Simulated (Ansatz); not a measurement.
Isolated molecules relaxed with PBE0-D4/def2-TZVP in Ansatz; ΔE leaves out vibrations. CCSD(T)/CBS adds triple-zeta CCSD(T) − MP2 to the extrapolated MP2 energy (def2 sets, frozen cores). DFT in def2-TZVPP. For Ge outer-core shells are correlated without core-valence functions, which leaves a few kJ/mol of doubt a bond. Scalar relativity is left out up to krypton. Each species was taken in one conformer, which may not be the lowest.

Reaction (cleavage of the B–Si bond): `FB[SiH2][SiH3]` + `[NH2][GeH2][OH]` → `[NH2][GeH2][O]BF` + disilane

```
   level  ΔE (eV)
 PBE0-D4    -1.89
BHLYP-D4    -2.08
```

(1) What does CCSD(T)/CBS give? (An estimate is asked.)

Largest T1 diagnostic among the species: 0.015.

## Answers

(1) Ansatz gave: -1.96 eV. The listed levels differ from it by 0.07, -0.12 eV.

In def2-TZVPP, CCSD(T) changes the Hartree–Fock value by +0.16 eV (the triples alone add +0.02 eV) and MP2 by +0.11 eV. At CCSD(T), def2-SVP lies −0.28 eV from the extrapolated value and def2-TZVPP −0.05 eV. From BLYP to BHLYP (50 % exact exchange), in def2-TZVPP and without D4, ΔE moves by −0.14 eV.
